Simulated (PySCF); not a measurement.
## Electron correlation in Xe (xenon, neutral)

[Xe], closed-shell 1S. Computed with PySCF 2.14 in x2c-TZVPall (8s6p4d2f, 60 functions), with scalar relativity by spin-free X2C-1e. Frozen: [Kr] 4d10; 8 electrons correlated.

MP2 pair energies summed by pair of shells (mhartree):

```csv
pair,energy,share (%)
5p-5p,-96.44,72.7
5s-5p,-30.56,23.0
5s-5s,-5.61,4.2
```

Total MP2 correlation energy: -132.61 mhartree.

Same-spin part -33.04 and opposite-spin part -99.57 mhartree; SCS-MP2 scales them by 1/3 and 6/5 to -130.50 mhartree.
